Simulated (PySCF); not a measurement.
Bi(F)2(Et) (C2H5BiF2), SMILES C[CH2][Bi]([F])[F].

Geometry optimised at PBE0-D3(BJ)/def2-SVP. The structure was generated by enumeration; whether it is a known compound was not checked. The def2 effective core potentials stand for the cores of Bi; spin–orbit coupling is left out. The values are those of a single conformer.

All values below come from B3LYP/def2-TZVP run with PySCF.

Symmetry labels are those of the subgroup Cs that the program uses (full group Cs).

Computed valence orbital energies around the gap with their symmetry:
| orbital | symmetry | energy (eV) |
|---|---|---|
| HOMO−7 | A' | -10.91 |
| HOMO−6 | A' | -10.54 |
| HOMO−5 | A' | -10.28 |
| HOMO−4 | A" | -10.22 |
| HOMO−3 | A" | -10.07 |
| HOMO−2 | A' | -9.72 |
| HOMO−1 | A" | -9.63 |
| HOMO | A' | -7.30 |
| LUMO | A" | -1.76 |
| LUMO+1 | A' | -1.66 |
| LUMO+2 | A' | -0.16 |
| LUMO+3 | A' | 1.14 |
